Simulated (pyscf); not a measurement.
Structures and frequencies: ωB97X-D3(BJ)/def2-SVP in PySCF.

### Question
Estimate by transition-state theory the rate constant of HO–SeH + HO–ZnH → HO–Zn–OH + H₂Se (singlet surface; O–Se, H–Zn broken, O–Zn, H–Se formed) at 1200 K, with ωB97M-D3(BJ)/def2-TZVP energies (ideal gas, 1 atm, RRHO with modes under 100 cm⁻¹ raised to 100, one conformer, R ln 2 for chiral ones without a mode under 150 cm⁻¹; no tunnelling).

### Answer
The electronic barrier is 24.0 kcal/mol and the thermal terms add +44.7, so ΔG‡ = 68.7 kcal/mol. With k_BT/h = 2.50e+13 s⁻¹ and RT = 2.385 kcal/mol, and a volume of 1.64e-19 cm³ per molecule at 1 atm, k = 1.3e-18 cm³ molecule⁻¹ s⁻¹. Wigner's tunnelling factor for 766i cm⁻¹ would be 1.04. A shift of 1 kcal/mol in the barrier changes k by a factor 1.5. On the reactant side the descent ends in an adduct with a O–Zn contact, 12.6 kcal/mol under the separated species and 34.5 kcal/mol under the saddle at ωB97X-D3(BJ)/def2-TZVP. On the product side the descent ends in an adduct with a Se–Zn contact (not fully relaxed), 10.1 kcal/mol under the separated species and 65.0 kcal/mol under the saddle at ωB97X-D3(BJ)/def2-TZVP. What is counted as formed (O–Zn) is already present as a longer contact in the reactant adduct; forming that adduct is a step of its own. At ωB97X-D3(BJ) the barrier from the zero used here is 21.8 kcal/mol. This is the saddle that the search found; another between the same sides may lie lower. Elements up to Kr have no core potential and no relativistic terms here.
